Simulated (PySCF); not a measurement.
A structure optimised at PBE0-D3(BJ)/def2-SVP (Å):
```
atom  x, y, z in Å
C1    -0.0878    0.4593    1.4747
C2    -0.2660    0.0275    0.0128
C3    -1.6939   -0.4607   -0.2120
C4     0.0309    1.2045   -0.9225
C5     0.6915   -1.1478   -0.2603
N6     2.0139   -0.8327   -0.2975
O7     0.3035   -2.2888   -0.4070
H8     0.9328    0.8192    1.6772
H9    -0.7864    1.2756    1.7175
H10   -0.2926   -0.3782    2.1587
H11   -2.4097    0.3437    0.0169
H12   -1.9140   -1.3283    0.4242
H13   -1.8436   -0.7771   -1.2544
H14    1.0244    1.6481   -0.7491
H15   -0.0256    0.9015   -1.9791
H16   -0.7071    2.0060   -0.7617
H17    2.6759   -1.5820   -0.4476
H18    2.3538    0.1102   -0.1907
```

Charge 0, singlet.

Read off the bonds between heavy atoms and their formal orders.

C1–C2 1.53 Å (single); C2–C3 1.53 Å (single); C2–C4 1.53 Å (single); C2–C5 1.54 Å (single); C5–N6 1.36 Å (single); C5–O7 1.21 Å (double). Bonds to hydrogen (Å): C1–H8 1.10; C1–H9 1.10; C1–H10 1.10; C3–H11 1.10; C3–H12 1.10; C3–H13 1.10; C4–H14 1.10; C4–H15 1.10; C4–H16 1.10; N6–H17 1.01; N6–H18 1.01.

Which species is it?

`CC(C)(C)C(N)=O`, C5H11NO.

Name the point group.

C1 (no symmetry element, even within 0.4 Å).

Describe the place of each heavy atom.

C1/C3/C4: methyl carbon; C2: sp3 carbon next to a carbonyl; C5: amide carbonyl carbon; N6: amide nitrogen; O7: amide oxygen.

What is the arrangement about C1?

It has 4 neighbours (C2, H8, H9, H10) and is tetrahedral (angles from 107.8° to 112.0°).

What is the arrangement about C2?

It has 4 neighbours (C1, C3, C4, C5) and is tetrahedral (angles from 108.1° to 110.9°).

The numbers are calculated, not measured.
